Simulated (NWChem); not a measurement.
System: borohydride (BH$_{4}$ anion); SMILES [BH4-]

All runs: NWChem. Pople sets run with spherical d functions. Sets without diffuse functions describe the anion's extra electron poorly. The geometry was optimised at B3LYP/def2-SVPD. The highest occupied level is positive in some or all of these runs, so the extra electron may be held by the finite basis. Level PBE/6-31G*: single points from the atomic guess with DIIS by default; each run changes one setting, and all converged runs end within 0.3 mHa of each other. cgmin counts macro-iterations, each dearer than a DIIS step.

Problem. Which setting needs the most SCF iterations, or fails (defaults; occupation smearing of 0.005 Ha; level shift of 0.5 Ha throughout; no level shifting; core-Hamiltonian guess; quadratically convergent solver (cgmin))?

Solution. level shift of 0.5 Ha throughout, with 14 against 5 for the defaults.
```
setting                                  SCF iterations
---------------------------------------  --------------
defaults                                              5
occupation smearing of 0.005 Ha                       5
quadratically convergent solver (cgmin)               4
core-Hamiltonian guess                                9
level shift of 0.5 Ha throughout                     14
no level shifting                                     5
```
